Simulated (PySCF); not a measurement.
C2H11NSi2, SMILES N(C)([SiH2]C)[SiH3]. The structure is a stationary point at PBE-D3(BJ)/def2-SVP. The values are those of a single conformer.

Task: Give the equilibrium geometry at PBE-D3(BJ)/def2-SVP (PySCF confirms it by a frequency run) as Cartesian coordinates in Å. (Estimate from the structure and the level; the computed values follow.)

Result: Several could match; the one computed here: 
```xyz
16

Si    -1.7822     0.7554    -0.5746
N     -0.4221     0.0370     0.2730
C     -0.5595    -0.1224     1.7250
Si     0.9598    -0.7292    -0.5113
C      2.5950    -0.0080     0.0948
H     -3.0302    -0.0961    -0.5168
H     -1.3978     0.9610    -2.0108
H     -2.1304     2.0762     0.0673
H      0.4323    -0.2151     2.2169
H     -1.1538    -1.0222     2.0097
H     -1.0560     0.7621     2.1818
H      0.9711    -2.2169    -0.2392
H      0.7976    -0.5069    -1.9889
H      2.7277    -0.1505     1.1866
H      3.4436    -0.5122    -0.4122
H      2.6518     1.0775    -0.1223
```
Charge 0, spin multiplicity 1.
